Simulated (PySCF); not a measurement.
**Spinor energies of Sm²⁵⁺ (samarium, charge +25)**

Start: [Kr] 4d1; 4d5/2 filled at m_j = +5/2. Calculated with PySCF 2.14 in an uncontracted even-tempered set (17 s from 1.9 bohr⁻², ratio 2.8; 14 p from 2.5 bohr⁻², ratio 2.8; 9 d from 2.5 bohr⁻², ratio 2.8; 3 f from 8.9 bohr⁻², ratio 3): generalised Hartree-Fock with the X2C-1e Hamiltonian and a Gaussian nucleus; one run each with spin-orbit coupling (SO) screened by Boettger's factors, then bare. This is a chosen level, not necessarily the ground level.

| spinor shell | electrons | ε, screened SO (eV) | ε, bare SO (eV) | weight of nominal j (bare SO) | rms radius, bare SO (bohr) |
| --- | --- | --- | --- | --- | --- |
| 1s1/2 | 2 | -47860.9 | -47860.3 | 1.000 | 0.0259 |
| 2s1/2 | 2 | -8607.3 | -8607.1 | 1.000 | 0.105 |
| 2p1/2 | 2 | -8185.3 | -8201.3 | 1.000 | 0.0898 |
| 2p3/2 | 4 | -7578.2 | -7572.3 | 1.000 | 0.0962 |
| 3s1/2 | 2 | -2530.9 | -2530.8 | 1.000 | 0.270 |
| 3p1/2 | 2 | -2350.2 | -2353.5 | 1.000 | 0.260 |
| 3p3/2 | 4 | -2222.1 | -2220.9 | 1.000 | 0.273 |
| 3d3/2 | 4 | -1912.4 | -1915.7 | 1.000 | 0.244 |
| 3d5/2 | 6 | -1885.6 | -1883.5 | 1.000 | 0.248 |
| 4s1/2 | 2 | -1050.9 | -1050.9 | 1.000 | 0.569 |
| 4p1/2 | 2 | -969.01 | -969.94 | 0.998 | 0.579 |
| 4p3/2 | 4 | -934.95 | -934.60 | 0.999 | 0.604 |
| 4d5/2 | 1 | -815.21 | -814.66 | 1.000 | 0.609 |

```tsv
quantity	screened SO	bare SO
E (hartree)	-10138.73375	-10139.16526
M_J	5/2	5/2
⟨J²⟩	8.752	8.752
⟨L²⟩	6.039	6.042
⟨S²⟩	0.787	0.791
```

Each row is a mean over spinors that exchange with the open shell spreads, by up to 11.511 eV (4p3/2).

Breit and QED terms are absent; they matter most for the inner s and p1/2 levels.

Densities and radii are taken from the X2C orbitals without a picture-change correction, which distorts them close to the nucleus.
